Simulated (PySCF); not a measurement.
# CaBr from Hartree–Fock to correlated methods

State: ²Σ⁺ (doublet), unpaired electrons σ ↑. Set-up: basis Ca 6-31G(d,p), Br 6-31G(d,p); no relativity; PySCF 2.14. De refers to Ca + Br in their high-spin ground configurations, without counterpoise correction. The functionals are run spin-unrestricted. A positive dipole means Ca(−)Br(+).

```
      Level  Re (Å)  ωe (cm⁻¹)  De (eV)  μ (D)
        UHF   2.684        268     3.24  -4.87
    UHF-MP2   2.660        275     3.50    n/a
UHF-SCS-MP2   2.667        273     3.33    n/a
   UHF-CCSD   2.669        273     3.25    n/a
UHF-CCSD(T)   2.667        273     3.27    n/a
        PBE   2.582        284     3.97  -4.19
     revPBE   2.600        277     3.83  -4.18
     r²SCAN   2.587        287     4.21  -4.49
      TPSSh   2.591        284     3.98  -4.30
    r²SCANh   2.590        287     4.14  -4.58
       PBE0   2.591        285     3.88  -4.43
```

The bond length runs from 2.582 Å (PBE) to 2.684 Å (UHF). De spans 3.24 eV (UHF, mean field) to 4.21 eV (r²SCAN, meta-GGA). Correlation at CCSD(T) changes the Hartree–Fock bond energy by +0.03 eV; the triples alone change it by +0.02 eV.

Correlated steps freeze 14 core orbitals. Correlated levels converge slowly with the basis: in double zeta they bind strong bonds too weakly, by up to about 1 eV, and carry superposition errors of some tenths. Spin–orbit coupling is left out. The state was picked by a PBE0 search and need not be the measured ground state.

The whole job (state search and all levels along the bond) took about 11 min on 1 thread of Arm Neoverse N1 (shared host), peak memory 0.86 GiB.
